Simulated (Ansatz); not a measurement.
Se3⁺, relaxed as a doublet with UKS r2SCAN-D4/def2-TZVP in Ansatz, starting from the GFN1-xTB geometry. Force threshold 0.02 eV/Å.

The relaxation made no stability test and no search for a lower SCF solution. The structure comes from a short search, and lower isomers may exist.

Start:

```xyz
3

Se   -0.059    0.521    1.227
Se    0.117   -1.320   -0.161
Se   -0.058    0.799   -1.067
```

Estimate the energy that the relaxation releases and the steps that it takes.

11.2 kJ/mol, in 2 steps; 11 s on 4 threads of Arm Neoverse V1 on a shared host. No frequencies were taken in this run, so the end may be a saddle point.

Does the start keep its bonding and symmetry?

By distances, no bond broke or formed. The bond that changes most is Se1–Se3, from 2.31 to 2.44 Å (atoms count from 1). Point group D3h at the start, C2v at the end, both within 0.05 Å; within 0.015 Å the end is Cs.

Predict the relaxed structure.


```csv
atom,x (Å),y (Å),z (Å)
Se1,-0.057,0.491,1.290
Se2,0.113,-1.275,-0.156
Se3,-0.056,0.784,-1.134
```
Bond lengths: 3 × Se–Se 2.29 to 2.44 Å.
